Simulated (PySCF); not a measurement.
Correlation energy of V+ (vanadium, charge +1)

Starting occupation: [Ar] 3d3 4p1, 3d5/2 with m_j = +1/2, +3/2, +5/2, 4p3/2 with m_j = +3/2. All numbers are calculated (PySCF 2.14, X2C-1e with screened-nucleus spin-orbit coupling, Gaussian nucleus, in x2c-TZVPall-2c with one added diffuse shell each of s, p, d type (7s8p5d1f, 63 functions)). Frozen: [Ne]; 12 electrons correlated; the 6 highest virtual spinors left out.

MP2 pair energies summed by pair of shells (mhartree):

```
 pair  energy  share (%)
3p-3p  -99.82       39.3
3d-3p  -83.70       32.9
3p-3s  -24.86        9.8
3d-3d  -14.70        5.8
3d-3s  -12.58        4.9
3p-4p   -7.76        3.1
3d-4p   -5.43        2.1
3s-3s   -4.87        1.9
3s-4p   -0.41        0.2
```

Total MP2 correlation energy: -254.13 mhartree.

The GHF reference relaxed away from the jj start to a determinant that is no pure jj level (⟨S²⟩ = 6.00, ⟨J²⟩ = 42.00); the energies belong to that determinant.

This basis was not built for core-valence correlation, so the inner-shell part is incomplete.
